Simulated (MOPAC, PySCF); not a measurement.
H₆FN₃Si, SMILES `N[Si](N)(N)F`, neutral singlet in the gas phase. 

Cartesian coordinates (Å):
SMILES: N[Si](N)(N)F
```xyz
11

N     -0.8867    -1.3001    -0.4163
Si    -0.1330     0.0475     0.2993
N     -0.3981     1.4440    -0.6365
N      1.5347    -0.2335     0.4895
F     -0.7813     0.2792     1.7588
H     -1.1623    -2.1194     0.0983
H     -1.3599    -1.2152    -1.2989
H     -1.2435     1.9877    -0.5932
H      0.3746     1.9537    -1.0282
H      2.1019     0.2396     1.1726
H      1.9536    -1.0835     0.1546
```
Charge 0, spin multiplicity 1.

All levels are single points at this geometry (B3LYP-D3(BJ)/def2-TZVP); Pople sets use spherical d functions. Orbital energies aren't observables, and empty levels follow the basis.

HF/6-31G* in PySCF gives dipole (D) = 1.50.

Task: Estimate the dipole (D) from each of these levels: B3LYP-D3(BJ)/def2-TZVP in PySCF; PBE-D3(BJ)/def2-TZVP in PySCF; B3LYP/3-21G in PySCF; B3LYP/6-311+G** in PySCF; B3LYP/6-31G* in PySCF; B3LYP/LANL2DZ in PySCF; M06-2X/6-31G* in PySCF; SVWN5/6-31G* in PySCF; HF/3-21G in PySCF; AM1 in MOPAC; PM6 in MOPAC; PM7 in MOPAC.

Result: 
```json
[
 {"level": "B3LYP-D3(BJ)/def2-TZVP in PySCF", "dipole (D)": "1.45"},
 {"level": "PBE-D3(BJ)/def2-TZVP in PySCF", "dipole (D)": "1.44"},
 {"level": "B3LYP/3-21G in PySCF", "dipole (D)": "1.45"},
 {"level": "B3LYP/6-311+G** in PySCF", "dipole (D)": "1.54"},
 {"level": "B3LYP/6-31G* in PySCF", "dipole (D)": "1.44"},
 {"level": "B3LYP/LANL2DZ in PySCF", "dipole (D)": "1.80"},
 {"level": "M06-2X/6-31G* in PySCF", "dipole (D)": "1.43"},
 {"level": "SVWN5/6-31G* in PySCF", "dipole (D)": "1.46"},
 {"level": "HF/3-21G in PySCF", "dipole (D)": "1.54"},
 {"level": "AM1 in MOPAC", "dipole (D)": "0.95"},
 {"level": "PM6 in MOPAC", "dipole (D)": "1.89"},
 {"level": "PM7 in MOPAC", "dipole (D)": "1.82"}
]
```
